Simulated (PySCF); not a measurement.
PySCF 2.14 output of a UHF calculation on a single atom or ion in cc-pVTZ-PP with ECP28MDF (5s4p3d1f, 39 functions), with a scalar-relativistic core potential:

```
SCF conv_tol = 1e-09
number electrons alpha = 13  beta = 12
cycle= 1 E= -294.660795948822  delta_E= -0.00481  |g|= 0.0255  |ddm|= 0.0797
cycle= 2 E= -294.66139351802  delta_E= -0.000598  |g|= 0.00988  |ddm|= 0.0307
cycle= 3 E= -294.661502096777  delta_E= -0.000109  |g|= 0.000766  |ddm|= 0.0244
cycle= 4 E= -294.661502915128  delta_E= -8.18e-07  |g|= 0.000219  |ddm|= 0.00459
cycle= 5 E= -294.661502975378  delta_E= -6.02e-08  |g|= 8.18e-05  |ddm|= 0.00117
cycle= 6 E= -294.661502986053  delta_E= -1.07e-08  |g|= 1.73e-05  |ddm|= 0.000607
cycle= 7 E= -294.661502986559  delta_E= -5.06e-10  |g|= 2.5e-06  |ddm|= 0.000138
converged SCF energy = -294.661502986559  <S^2> = 0.75960449  2S+1 = 2.0095815
```

The run itself started from symmetry-adapted Hartree-Fock orbitals and held the occupation by maximum overlap, so the iterations belong to that start.

Which element, charge and spin multiplicity is this?

I (iodine, neutral), multiplicity 2; the state was [Kr] 4d10 5s2 5p5, 2P determinant.

Energies and moments cover only the electrons outside the core potential.
